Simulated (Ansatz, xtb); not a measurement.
Relative energy of two isomers of C7H13+

Structure I: `C[C+]1CCC[C@@H]1C`, a singlet. Structure II: `C[C+]1CC[C@H](C)C1`, a singlet. Both are isolated ions in the gas phase, relaxed with PBE-D3(BJ)/def2-SVP, each in the lowest conformer that the search found.

I (Å):

```xyz
20

C     1.0113   -0.8696    0.1060
C    -0.1782   -0.1998    0.6278
C    -0.2912    0.4108    1.9585
C    -1.6477    1.1395    1.9936
C    -2.4873    0.3413    0.9850
C    -1.4516   -0.0743   -0.0887
C    -1.8361   -1.0700   -1.1749
H     0.8093   -1.9684    0.1846
H     1.9406   -0.6432    0.6587
H     1.1310   -0.7066   -0.9861
H     0.6204    0.9390    2.3095
H    -0.3379   -0.5096    2.6101
H    -2.0846    1.1808    3.0076
H    -1.5073    2.1861    1.6499
H    -3.3311    0.9092    0.5521
H    -2.9059   -0.5804    1.4440
H    -1.1491    0.9071   -0.5911
H    -1.0388   -1.2127   -1.9297
H    -2.7419   -0.7214   -1.7047
H    -2.0670   -2.0543   -0.7191
```

II (Å):

```xyz
20

C     1.7980    1.5925    1.3930
C     0.7704    0.8119    0.7089
C     0.3920   -0.5615    1.0532
C    -0.4666   -1.0787   -0.1121
C    -1.1398    0.2029   -0.6499
C    -1.6791    0.1197   -2.0731
C    -0.0187    1.2543   -0.4424
H     1.6523    2.6868    1.3166
H     2.7523    1.3628    0.8501
H     1.9739    1.2584    2.4348
H     1.2051   -1.1907    1.4736
H    -0.2750   -0.3558    1.9434
H     0.1950   -1.5226   -0.8873
H    -1.1865   -1.8585    0.1972
H    -1.9698    0.4809    0.0389
H    -2.4712   -0.6505   -2.1443
H    -2.1233    1.0821   -2.3945
H    -0.8788   -0.1494   -2.7934
H     0.7316    1.1265   -1.2791
H    -0.2705    2.3352   -0.4630
```

Quicker runs give these differences E(II) − E(I): GFN2-xTB +0.006 eV; HF/STO-3G +0.034 eV (at GFN2-xTB geometries); r2SCAN-D4/def2-SVP +0.063 eV (at GFN2-xTB geometries).

Q: Estimate E(II) − E(I) at the level CCSD(T)/def2-SVP + ΔMP2/def2-TZVPP.

A: Calculated at CCSD(T)/def2-SVP + ΔMP2/def2-TZVPP: E(II) − E(I) = +0.047 eV, so structure I lies lower.

The same difference at several levels:

| level | geometry | E(II) − E(I) (eV) | departure from the last row (eV) | job, with rough time for the two |
| --- | --- | --- | --- | --- |
| GFN2-xTB | GFN2-xTB | +0.006 | −0.041 | optimisation, 0.78 s |
| HF/STO-3G | GFN2-xTB | +0.034 | −0.013 | single point, 0.59 s |
| r2SCAN-D4/def2-SVP | GFN2-xTB | +0.063 | +0.015 | single point, 5.2 s |
| PBE-D3(BJ)/def2-SVP | PBE-D3(BJ)/def2-SVP | +0.064 | +0.017 | optimisation, 44 s |
| HF/def2-SVP | PBE-D3(BJ)/def2-SVP | +0.014 | −0.033 | part of the CCSD(T) run |
| MP2/def2-SVP | PBE-D3(BJ)/def2-SVP | +0.058 | +0.011 | part of the CCSD(T) run |
| CCSD(T)/def2-SVP | PBE-D3(BJ)/def2-SVP | +0.055 | +0.007 | single point |
| CCSD(T)/def2-SVP + ΔMP2/def2-TZVPP | PBE-D3(BJ)/def2-SVP | +0.047 |  | single point, 2.3 min |

As drawn, both hold the same kinds of bond in the same numbers.

GFN2-xTB, HF/def2-SVP find them nearly level. The largest departure from CCSD(T)/def2-SVP + ΔMP2/def2-TZVPP is that of GFN2-xTB, 0.041 eV. The last row adds to CCSD(T) the change of the MP2 difference between the two basis sets, here −0.007 eV.

With thermal terms from frequencies at re-optimised GFN2-xTB minima (ideal gas, soft modes damped towards free rotors, one conformer each, 298.15 K, 1 atm): on the last row, ΔE + ΔZPE = +0.036, ΔH = +0.039, ΔG = +0.024 eV.

The correlated steps freeze 7 core orbitals. Programs: Ansatz 0.2.0, xtb 6.7.1; the last row on 4 threads of Arm Neoverse V2 on a shared host.
